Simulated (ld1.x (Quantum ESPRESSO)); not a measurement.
# Which setting gave this result? (iron, TM)

Base potential:

```
Element                 : iron (Fe)
Generator               : ld1.x (Quantum ESPRESSO) 7.5
Type                    : norm-conserving Troullier–Martins (Kleinman–Bylander form)
Functional              : LDA (PZ)
Relativity              : scalar-relativistic
Frozen core             : [Ne]
Valence charge          : 16
Reference configuration : 3s2 3p6 3d6 4s1 4p1
Partial waves           : 3s (bound): rc 0.80 bohr; 3p (bound): rc 0.75 bohr; 3d (bound): rc 1.10 bohr
Local potential         : the d channel
Core correction         : none
```

Occupied shells without a wave of their own: 4p, 4s. They enter only through the test configuration that unscreens the potential.

Cutoffs, loose and tight: the cutoffs (Ry, on a coarse ladder) from which the occupation-weighted sum of valence levels, in a spherical-Bessel basis at the reference potential, stays within 10 and 1 mRy of its value at 400 Ry. They do not see the model core or the augmentation charge, which bear on the density cutoff. Test errors are all-electron minus pseudo excitation energies from the reference, over the configurations 3s2 3p6 3d6 4s2 4p0; 3s2 3p6 3d6 4s1 4p0; 3s2 3p6 3d6 4s0 4p0; 3s2 3p6 3d6 4s0 4p2; 3s2 3p6 3d6 4s0 4p1; 3s2 3p6 3d7 4s1 4p0; 3s1 3p6 3d6 4s2 4p0 (two spin-polarised tests are not counted in the largest error); variants that change the core or the reference have their own tests.

Only the scale of all radii (base = 1) is moved (1 further runs of the sweep failed or gave no value and are left out):

```csv
scale of all radii (base = 1),"cutoff, loose","cutoff, tight",bound ghosts,largest test error (meV)
0.85,300 Ry,over 300 Ry,none,+635
0.97,230 Ry,over 300 Ry,none,+236
1.06,200 Ry,over 300 Ry,none,+202
1.15,180 Ry,300 Ry,none,+165
1.39,120 Ry,200 Ry,none,+587
```

Problem. One more run gave cutoff, loose: 160 Ry; cutoff, tight: 260 Ry; bound ghosts: none; largest test error (meV): +226. Which value of the scale of all radii (base = 1) was used?

Solution. 1.25. The loose cutoff moves one way along this sweep, from 300 Ry at 0.85 to 120 Ry at 1.39, which places the run between 1.15 and 1.39.
